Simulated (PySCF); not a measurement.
# Simulated characterisation data

One computed conformer, averaged over atoms made equivalent by symmetry, fast rotation or ring inversion, non-relativistic, gas phase. Shielding tensors at PBE0/pcSseg-1 (GIAO); GFN2-xTB geometry; PySCF.

References, each an isolated molecule treated in the same way: ¹H, ¹³C vs TMS. Splittings of carbon signals by F and P are missing where no couplings were computed. Where no couplings were computed, multiplicities follow the n + 1 count of equivalent neighbours, and m marks all less simple cases (inequivalent or close neighbours, rings, F or P nearby). Shifts are as computed. Against solution values, carbons near 30 ppm lie about +3 ppm off and those near 130 ppm about +5 ppm. Of 1211 compounds with measured shifts, 218 miss one by over three times the rms of a fit or turn the order of signals round; such compounds aren't used in these exercises.

**1.** SMILES C1C[C@@H]2[SiH2]O[SiH2][C@@H]2C1, C₅H₁₂OSi₂. ¹H NMR (600 MHz, computed): δ 5.24 (m, 2H), 4.87 (m, 2H), 2.00 (m, 2H), 1.82 (m, 2H), 1.81 (m, 1H), 1.77 (m, 2H), 1.15 (m, 1H). ¹³C{¹H} NMR (computed): δ 32.8, 30.9, 27.7.

**2.** SMILES CCO[SiH2]C(C)=C(F)F, C₅H₁₀F₂OSi. ¹H NMR (600 MHz, computed): δ 5.26 (s, 2H), 4.16 (q, 2H), 1.85 (s, 3H), 1.35 (t, 3H). ¹³C{¹H} NMR (computed): δ 167.2 (C), 80.1 (C), 64.2 (CH2), 20.0 (CH3), 11.9 (CH3).

**3.** `InChI=1S/C9H11N/c1-10-7-8-3-2-4-9(8)5-6-9/h2-4,7H,5-6H2,1H3/b10-7-`. ¹H NMR (600 MHz, computed): δ 7.89 (s, 1H), 6.91 (m, 1H), 6.88 (m, 1H), 6.41 (d, 1H), 3.86 (s, 3H), 1.77 (m, 2H), 1.68 (m, 2H). ¹³C{¹H} NMR (computed): δ 156.8 (CH), 151.3 (CH), 144.7 (C), 142.2 (CH), 136.4 (CH), 45.3 (CH3), 42.0 (C), 15.9 (CH2).
